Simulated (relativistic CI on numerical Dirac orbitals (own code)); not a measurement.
## How well does a small relativistic CI reproduce Mn IV?

Method of calculation: Dirac-Coulomb-Breit CI, KLI orbitals optimised for each configuration, QED by a radiative potential, valence Slater integrals scaled by 0.85, P86 correlation energy added to each configuration (own radial code, finite nucleus).

Configurations in the expansion (outside the closed core [Ne] 3s2): 3p⁶3d⁴, 3p⁶3d³4s, 3p⁶3d³4p, 3p⁶3d³4d, 3p⁵3d⁵, 3p⁶3d³5s, 3p⁶3d³5p, 3p⁶3d³4f, 3p⁶3d³5d, 3p⁶3d²4s4p, 3p⁶3d³5f, 3p⁶3d³5g, 3p⁶3d²4s², 3p⁶3d4s²4p, 3p⁶3d4s²4d, 3p⁶3d4s²5s, 3p⁶3d4s²5p, 3p⁶3d²4p², 3p⁶3d4s4p², 3p⁶3d4p³, 3p⁶3d4p²4d, 3p⁶3d4p²5s, 3p⁶3d4p²5p, 3p⁶3d²4s4d, 3p⁶3d4s4p4d, 3p⁶3d4s4d², 3p⁶3d4s4d5s, 3p⁶3d4s4d5p. Double excitations out of closed p, d and f shells are left out; levels of such configurations are missing from the list, as are those of other unlisted configurations, and high levels can miss mixing partners.

```tsv
Configuration	Term (tabulated)	J	Measured (cm⁻¹)	Computed	Error	Purity (%)
3p⁶3d⁴	a 5D	0	0.0	0	0	100
3p⁶3d⁴	a 5D	1	99.0	91	-8	100
3p⁶3d⁴	a 5D	2	286.8	267	-20	100
3p⁶3d⁴	a 5D	3	552.2	519	-34	100
3p⁶3d⁴	a 5D	4	885.8	835	-51	100
3p⁶3d⁴	a 3P	0	20654.2	21413	759	99
3p⁶3d⁴	a 3P	1	21278.8	21987	708	100
3p⁶3d⁴	a 3H	4	21280.7	20012	-1268	99
3p⁶3d⁴	a 3H	5	21474.8	20184	-1290	99
3p⁶3d⁴	a 3H	6	21679.3	20368	-1312	100
3p⁶3d⁴	a 3P	2	22324.7	22974	650	98
3p⁶3d⁴	a 3F	2	22791.0	23017	226	98
3p⁶3d⁴	a 3F	3	22862.3	23073	211	96
3p⁶3d⁴	a 3F	4	22959.1	23164	205	95
3p⁶3d⁴	a 3G	3	25440.4	25221	-219	96
3p⁶3d⁴	a 3G	4	25670.8	25435	-236	95
3p⁶3d⁴	a 3G	5	25877.7	25610	-267	99
3p⁶3d⁴	a 3D	3	31385.2	32654	1269	100
3p⁶3d⁴	a 3D	2	31473.5	32733	1260	99
3p⁶3d⁴	a 3D	1	31580.7	32842	1261	100
3p⁶3d⁴	b 3F	4	53212.3	53301	89	100
3p⁶3d⁴	b 3F	2	53260.7	53351	90	100
3p⁶3d⁴	b 3F	3	53286.7	53374	87	99
3p⁶3d³4s	a 5F	2	111710.4	113269	1558	100
3p⁶3d³4s	a 5F	3	112013.3	113557	1543	100
3p⁶3d³4s	a 5F	4	112408.9	113932	1523	100
3p⁶3d³4s	a 5F	5	112882.8	114388	1506	100
3p⁶3d³4s	c 3F	2	119445.5	120750	1304	99
3p⁶3d³4s	c 3F	3	119961.5	121240	1279	99
3p⁶3d³4s	c 3F	4	120603.1	121854	1250	99
3p⁶3d³4s	b 3G	3	130969.5	132335	1365	100
3p⁶3d³4s	b 3G	4	131170.1	132519	1349	99
3p⁶3d³4s	b 3G	5	131462.5	132793	1331	99
3p⁶3d³4s	b 3H	4	137853.0	138053	200	90
3p⁶3d³4s	b 3H	5	137930.1	138071	141	99
3p⁶3d³4s	b 3H	6	138123.1	138246	123	100
3p⁶3d³4s	d 3F	4	152700.5	154405	1704	100
3p⁶3d³4s	d 3F	3	152858.2	154560	1702	100
3p⁶3d³4s	d 3F	2	152986.0	154685	1699	100
3p⁶3d³4p	z 5G°	2	167890.1	168944	1054	99
3p⁶3d³4p	z 5G°	3	168300.3	169332	1031	99
3p⁶3d³4p	z 5G°	4	168839.7	169839	1000	99
3p⁶3d³4p	z 5G°	5	169499.2	170464	965	99
3p⁶3d³4p	z 5G°	6	170285.8	171208	922	100
3p⁶3d³4p	z 5D° †	1	170577.8	172418	1841	75
3p⁶3d³4p	z 5D° †	3	171276.9	172388	1112	71
3p⁶3d³4p	z 5D°	4	171765.0	172817	1052	90
3p⁶3d³4p	z 5F°	3	172081.9	173034	952	76
3p⁶3d³4p	z 3D°	1	172090.6	173337	1246	66
3p⁶3d³4p	z 3D°	2	172398.7	173722	1323	78
3p⁶3d³4p	z 5F°	4	172477.2	173404	927	89
3p⁶3d³4p	z 5F°	5	172871.5	173794	922	97
3p⁶3d³4p	z 3D°	3	172952.6	174352	1399	90
3p⁶3d³4p	z 3G°	3	175436.0	176634	1198	99
3p⁶3d³4p	z 3G°	4	175813.4	176999	1186	98
3p⁶3d³4p	z 3G°	5	176288.6	177458	1169	97
3p⁶3d³4p	z 3F°	2	177629.8	178720	1090	99
3p⁶3d³4p	z 3F°	3	178075.1	179150	1075	98
3p⁶3d³4p	z 3F°	4	178579.5	179641	1061	98
3p⁶3d³4p	z 5P°	1	184566.1	186407	1841	98
3p⁶3d³4p	z 5P°	2	184901.2	186737	1836	97
3p⁶3d³4p	z 5P°	3	185435.9	187218	1782	99
3p⁶3d³4p	z 3H°	4	186659.4	187290	631	98
3p⁶3d³4p	y 5D°	3	187004.0	188738	1734	98
3p⁶3d³4p	y 5D°	4	187679.5	189385	1706	100
```

Measured levels from Corliss and Sugar, J. Phys. Chem. Ref. Data 6, 1253 (1977); pairs were made by configuration, J and term (by order where the table uses no LS term), so strongly mixed levels may be paired wrongly.

Mean error by configuration (cm⁻¹): 3p⁶3d⁴ 96; 3p⁶3d³4s 1224; 3p⁶3d³4p 1213. Over the excited levels the mean absolute error is 971 cm⁻¹ (64 of the 66 excited levels that our extract of the source holds in range could be paired, and the others can miss by more), and the median relative error of those above 1,000 cm⁻¹ is 0.92 %. † marks terms whose computed intervals miss the measured ones by more than a factor of 2.5, or configurations far off the rest, from wrong mixing, a near crossing or a doubtful label or measurement; they are left out of the means.
